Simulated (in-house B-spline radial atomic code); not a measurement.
RPA and G0W0 for Se⁶⁺, [Ar] 3d10, as one setting changes: the share of exact exchange in the PBE hybrid start. A dash marks a level of low quasi-particle weight. Computed with an all-electron radial atomic-structure program (B-spline basis): all electrons, scalar-relativistic (spin-free one-electron X2C), finite nucleus, each spin shell either full or empty, empty states to l = 9 with an (l + 1/2)⁻⁴ tail; G0W0 by contour deformation at full frequency.

```json
{"share of exact exchange in the PBE hybrid start": "0", "mean-field level (eV)": "-139.86", "G0W0 level (eV)": "3d -155.87", "RPA correlation (Eh)": "-2.1458"}
{"share of exact exchange in the PBE hybrid start": "0.1", "mean-field level (eV)": "?", "G0W0 level (eV)": "?", "RPA correlation (Eh)": "?"}
{"share of exact exchange in the PBE hybrid start": "0.2", "mean-field level (eV)": "-143.67", "G0W0 level (eV)": "3d -155.92", "RPA correlation (Eh)": "-2.1106"}
{"share of exact exchange in the PBE hybrid start": "0.3", "mean-field level (eV)": "?", "G0W0 level (eV)": "?", "RPA correlation (Eh)": "?"}
{"share of exact exchange in the PBE hybrid start": "0.4", "mean-field level (eV)": "-147.50", "G0W0 level (eV)": "3d -155.93", "RPA correlation (Eh)": "-2.077"}
{"share of exact exchange in the PBE hybrid start": "0.5", "mean-field level (eV)": "-149.42", "G0W0 level (eV)": "3d -155.92", "RPA correlation (Eh)": "-2.0608"}
{"share of exact exchange in the PBE hybrid start": "0.6", "mean-field level (eV)": "-151.34", "G0W0 level (eV)": "3d -155.91", "RPA correlation (Eh)": "-2.045"}
{"share of exact exchange in the PBE hybrid start": "0.7", "mean-field level (eV)": "-153.27", "G0W0 level (eV)": "3d -155.89", "RPA correlation (Eh)": "-2.0295"}
{"share of exact exchange in the PBE hybrid start": "0.8", "mean-field level (eV)": "-155.20", "G0W0 level (eV)": "3d -155.87", "RPA correlation (Eh)": "-2.0144"}
{"share of exact exchange in the PBE hybrid start": "0.9", "mean-field level (eV)": "-157.14", "G0W0 level (eV)": "3d -155.84", "RPA correlation (Eh)": "-1.9995"}
{"share of exact exchange in the PBE hybrid start": "1", "mean-field level (eV)": "-159.08", "G0W0 level (eV)": "3d -155.81", "RPA correlation (Eh)": "-1.985"}
```

Q: What belongs in the row for 0.1?

A: mean-field level (eV): -141.77; G0W0 level (eV): 3d -155.90; RPA correlation (Eh): -2.128.

Q: What belongs in the row for 0.3?

A: mean-field level (eV): -145.58; G0W0 level (eV): 3d -155.93; RPA correlation (Eh): -2.0936.

Q: At what share of exact exchange does G0W0 leave the highest level unchanged?

A: Near 0.83, where the shift changes sign (-0.667 eV at 0.8, +1.298 eV at 0.9).
